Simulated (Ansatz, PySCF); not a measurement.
BiF2, SMILES [F][Bi][F], multiplicity 2. Atoms are numbered in the order given.

```xyz
3

Bi     0.0000     0.0000    -0.2068
F      0.0000    -1.5066     1.1443
F      0.0000     1.5066     1.1443
```
Charge 0, spin multiplicity 2.

Geometry: B3LYP-D3(BJ)/def2-TZVP. The multiplicity is an assumed one; other spin states were not compared. The isomer is the one that the SMILES or the coordinates give; other isomers of the formula were not compared. The def2 effective core potentials stand for the cores of Bi; spin–orbit coupling is left out.

Two levels are set side by side: PBE-D3(BJ)/def2-TZVP (Ansatz, an electronic-structure program) and B3LYP-D3(BJ)/def2-TZVP (Ansatz). Each level has its own optimised geometry; the coordinates shown are those of the second. Frequencies come from the Hessian of PySCF at each geometry. Differences are taken from unrounded values.

```tsv
quantity	B3LYP-D3(BJ)
mean bond length (Å)	2.024
bond Bi1–F2 (Å)	2.024
bond Bi1–F3 (Å)	2.024
highest harmonic wavenumber (cm⁻¹)	566
mean harmonic wavenumber (cm⁻¹)	426
zero-point energy (kcal/mol)	1.83
```

Q: What does PBE-D3(BJ) give, and how far is it from B3LYP-D3(BJ)? (The exact figures need the calculation; the answer reports its results.)

A: 
```json
[
 {"quantity": "mean bond length (Å)", "PBE-D3(BJ)": "2.035", "PBE-D3(BJ) minus B3LYP-D3(BJ)": "0.012"},
 {"quantity": "bond Bi1–F2 (Å)", "PBE-D3(BJ)": "2.035", "PBE-D3(BJ) minus B3LYP-D3(BJ)": "0.012"},
 {"quantity": "bond Bi1–F3 (Å)", "PBE-D3(BJ)": "2.035", "PBE-D3(BJ) minus B3LYP-D3(BJ)": "0.012"},
 {"quantity": "highest harmonic wavenumber (cm⁻¹)", "PBE-D3(BJ)": "549", "PBE-D3(BJ) minus B3LYP-D3(BJ)": "-16"},
 {"quantity": "mean harmonic wavenumber (cm⁻¹)", "PBE-D3(BJ)": "414", "PBE-D3(BJ) minus B3LYP-D3(BJ)": "-12"},
 {"quantity": "zero-point energy (kcal/mol)", "PBE-D3(BJ)": "1.78", "PBE-D3(BJ) minus B3LYP-D3(BJ)": "-0.05"}
]
```

Exact exchange shortens and stiffens bonds; PBE has none. Differences between two approximate levels are no errors against the true value.
